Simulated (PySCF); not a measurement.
Molecule: `N[SiH](P)P`, H₇NP₂Si.

Mapped SMILES: `[NH2:1][SiH:2]([PH2:3])[PH2:4]`. Each H is labelled by its parent atom.

Geometry PBE0-D3(BJ)/def2-SVP throughout; GIAO in PySCF, gas phase, one conformer, non-relativistic; equivalent atoms averaged; basis pcSseg-2.

For orientation, mPW1PW91 gives these shifts δ (against NH3, TMS, H3PO4 at the same level): N1 25.2, Si2 -8.3, P3/P4 -262.8, H(Si2) 5.68, H(P3)/H(P4) 1.84, H(N1) 0.51 ppm.

A run gave: N1 18.9, Si2 -4.8, P3/P4 -220.0, H(Si2) 5.00, H(P3)/H(P4) 1.53, H(N1) 0.58 ppm (shifts δ (against NH3, TMS, H3PO4 at the same level)).

Which functional was used in that run?
A. HF
B. B97-2
C. PBE0
D. WP04

Answers

D. P3/P4 tells them apart best: WP04 gives -220.0, HF gives -237.3, B97-2 gives -256.2, PBE0 gives -265.1 ppm.
